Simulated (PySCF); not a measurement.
1,3-azasiletidine (C₂H₇NSi), SMILES C1NC[SiH2]1. Atoms are numbered in the order given.

```xyz
11

C     -0.4480     0.1322    -1.1664
N     -1.2544    -0.2811     0.0000
C     -0.4480     0.1322     1.1664
Si     1.0610    -0.0427     0.0000
H     -0.5577    -0.5296    -2.0515
H     -0.5927     1.1924    -1.5002
H     -2.2328     0.0360     0.0000
H     -0.5927     1.1924     1.5002
H     -0.5577    -0.5296     2.0515
H      2.1302     1.0183     0.0000
H      1.7064    -1.4002     0.0000
```

Coordinates come from a PBE-D3(BJ)/def2-SVP optimisation.

Level of theory: PBE/pcSseg-1 (PySCF).

GIAO shieldings, no solvent; atoms listed in one row are averaged. δ = σ(ref) − σ: ¹³C against TMS (σ = 182.0 ppm); ¹⁵N against NH3 (σ = 267.0 ppm); ²⁹Si against TMS (σ = 335.4 ppm); ¹H against TMS (σ = 31.49 ppm), references at their B3LYP-D3(BJ)/def2-TZVP geometries, non-relativistic.

**Question.** Estimate the chemical shifts. (Estimate from the structure and the level; the computed values follow.)

**Answer.** 
| nucleus | atoms | count | δ (ppm) |
|---|---|---|---|
| ¹³C | C1, C3 | 2 | 47.8 |
| ¹⁵N | N2 | 1 | 54.9 |
| ²⁹Si | Si4 | 1 | -22.9 |
| ¹H | H10, H11 | 2 | 5.39 |
| ¹H | H8, H6 | 2 | 3.97 |
| ¹H | H9, H5 | 2 | 3.61 |
| ¹H | H7 | 1 | 1.04 |
